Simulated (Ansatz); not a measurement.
One change: `C[B](Cl)[InH2]` becomes `CB(Cl)[SeH]`.

Ansatz, PBE0-D4/def2-TZVP geometries, multiplicity 1. Each molecule was computed in one conformer, which needn't be the lowest.

Elements past krypton have def2 core potentials. Scalar relativity is left out up to krypton. Spin–orbit coupling is left out; it splits and shifts lone-pair levels of the heavy atoms by tenths of an eV.

```
                                                                                  property  `C[B](Cl)[InH2]`
                                                        LUMO energy (PBE0/def2-TZVPP) / eV             -1.75
                                                     HOMO energy (ωB97M-V/def2-TZVPP) / eV             -9.03
ideal-gas entropy at 298 K and 1 bar (rigid rotor, harmonic PBE0-D4/def2-TZVP) / J/(mol·K)               369
                                                       HOMO–LUMO gap (PBE/def2-TZVPP) / eV              3.37
                                                   HOMO–LUMO gap (ωB97M-V/def2-TZVPP) / eV              8.75
                                            size of the dipole moment (PBE/def2-TZVPP) / D              1.56
```

**Question.** What does the change do to each property? (Estimate.)

**Answer.** Computed: 
```
                                                                                  property  `CB(Cl)[SeH]`  shift
                                                        LUMO energy (PBE0/def2-TZVPP) / eV          -1.00   0.75
                                                     HOMO energy (ωB97M-V/def2-TZVPP) / eV          -9.70  -0.67
ideal-gas entropy at 298 K and 1 bar (rigid rotor, harmonic PBE0-D4/def2-TZVP) / J/(mol·K)            335    -34
                                                       HOMO–LUMO gap (PBE/def2-TZVPP) / eV           4.56   1.19
                                                   HOMO–LUMO gap (ωB97M-V/def2-TZVPP) / eV          10.72   1.97
                                            size of the dipole moment (PBE/def2-TZVPP) / D           1.70   0.14
```

With PBE0 the HOMO falls by 0.63 eV and the LUMO rises by 0.75 eV, so the gap widens by about 1.38 eV. PBE moves the HOMO by -0.62 eV and ωB97M-V by -0.67 eV. The zero-point energy changes by -5.9 kJ/mol with -3 modes. Dipoles are sizes alone; their direction can turn.
